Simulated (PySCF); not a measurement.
CH9ClN2Si2, SMILES C[Si@@](N)(Cl)[SiH2]N. Atoms are numbered in the order given.

```xyz
15

C     -1.4275    -1.6207    -0.3085
Si    -0.5607     0.0268    -0.1188
N     -0.9278     0.9711    -1.5232
Cl    -1.2909     0.8794     1.6812
Si     1.7758    -0.0832     0.0691
N      2.5568    -0.8946    -1.2665
H     -2.5136    -1.4764    -0.4346
H     -1.2779    -2.2490     0.5829
H     -1.0460    -2.1617    -1.1895
H     -0.5227     1.9009    -1.6017
H     -1.8875     0.9902    -1.8628
H      2.2944     1.3200     0.1562
H      2.1519    -0.8231     1.3122
H      2.3491    -0.5608    -2.2047
H      2.5466    -1.9112    -1.2638
```
Charge 0, spin multiplicity 1.

Coordinates come from a r2SCAN-D4/def2-SVP optimisation. The structure was generated by enumeration; whether it is a known compound was not checked. One conformer was computed; it need not be the lowest.

All values below come from PBE/def2-TZVP in PySCF.

Gas-phase values at a fixed geometry.

```yaml
total_energy: -1191.75053 hartree
highest_occupied_level: -5.62 eV
lowest_empty_level: -0.94 eV
orbital_gap: 4.69 eV
dipole_moment: 3.04 D
quadrupole, principal values (traceless, Buckingham form, about the centre of nuclear charge): -7.32, -0.97, 8.30 D·Å
mean_static_polarisability: 97.6 bohr³ (14.46 Å³)
polarisability_principal_values: 87.1, 95.5, 110.1 bohr³
```
